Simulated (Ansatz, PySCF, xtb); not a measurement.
Breaking a bond: GeLi (anion, charge -1), lowest triplet found (which spin is the ground state isn't settled by this scan).

Computed with: UKS-B3LYP/6-31G* = unrestricted B3LYP/6-31G*, spherical d (PySCF); GFN1-xTB (xtb); UKS-LDA (SVWN5)/6-31G* = unrestricted LDA (SVWN5)/6-31G*, spherical d (PySCF); FCI = full CI/aug-cc-pVDZ, cores with 3d frozen in Ansatz (an electronic-structure program).

Energies relative to the lowest point of each curve between 2.17 and 3.15 Å, where full CI is lowest, in kJ/mol; the last columns give the difference from FCI:

```
R / Å  UKS-B3LYP/6-31G*  GFN1-xTB  UKS-LDA (SVWN5)/6-31G*    FCI  UKS-B3LYP/6-31G* − FCI  GFN1-xTB − FCI  UKS-LDA (SVWN5)/6-31G* − FCI
-----  ----------------  --------  ----------------------  -----  ----------------------  --------------  ----------------------------
1.78              212.1     265.7                   197.7  223.8                   -11.7            41.9                         -26.1
1.95              106.7      79.8                    96.6  116.5                    -9.8           -36.7                         -19.9
2.04               70.7      35.5                    62.5   79.3                    -8.6           -43.8                         -16.8
2.17               35.6       6.0                    29.9   42.3                    -6.7           -36.3                         -12.4
2.26               20.2       0.0                    15.8   25.4                    -5.2           -25.4                          -9.6
2.34               10.9       0.5                     7.7   14.8                    -4.0           -14.3                          -7.1
2.41                5.4       3.9                     3.3    8.4                    -3.0            -4.5                          -5.1
2.51                1.1      12.0                     0.3    2.8                    -1.6             9.3                          -2.4
2.57                0.0      18.1                     0.0    1.0                    -1.0            17.1                          -1.0
2.67                0.0      29.4                     1.3    0.0                     0.0            29.4                           1.3
2.80                2.6      45.8                     5.5    1.6                     1.0            44.2                           3.9
2.97                8.5      68.3                    13.5    6.7                     1.8            61.6                           6.8
3.15               16.5      92.2                    23.4   14.2                     2.3            78.0                           9.2
3.37               26.9     121.2                    35.9   24.6                     2.3            96.6                          11.3
3.64               39.2     155.3                    50.5   37.6                     1.6           117.7                          12.9
3.96               52.2     193.1                    65.5   52.0                     0.2           141.1                          13.5
4.40               66.5         —                    81.6   68.8                    -2.3               —                          12.8
4.90               78.2         —                    94.3   83.4                    -5.2               —                          10.9
5.47               87.0         —                   103.4   95.2                    -8.2               —                           8.3
6.18               93.0         —                   109.3  104.3                   -11.3               —                           5.0
7.24               96.2         —                   111.6  111.3                   -15.1               —                           0.3
8.43               95.8         —                   110.0  114.7                   -19.0               —                          -4.8
```

UKS-B3LYP/6-31G* is furthest from FCI at 8.43 (-19.0 kJ/mol, below); its mean absolute difference over the points is 5.5 kJ/mol.

GFN1-xTB is furthest from FCI at 3.96 (141.1 kJ/mol, above); its mean absolute difference over the points is 49.9 kJ/mol.

UKS-LDA (SVWN5)/6-31G* is furthest from FCI at 1.78 (-26.1 kJ/mol, below); its mean absolute difference over the points is 9.2 kJ/mol.

Dashes: no converged value, or the column stops at the first point that the program doubted or that broke a chosen test of continuity, which isn't proof of a fault.

The unrestricted determinant behind UKS-B3LYP/6-31G*, UKS-LDA (SVWN5)/6-31G* is spin-contaminated at 1.78 to 8.43 Å (<S²> up to 2.7, against 2.00 for a pure triplet). Where the anion isn't bound against loss of the electron, the finite basis alone holds it. Also computed but left out beside FCI, since their determinant holds another spin at the minimum (<S²> over 0.7 above the pure value): UHF, UMP2, UCCSD, UCCSD(T), UCCSDT, UCCSDT(Q), UKS-CAM-B3LYP, UHF/6-31G*, UMP2/3-21G.
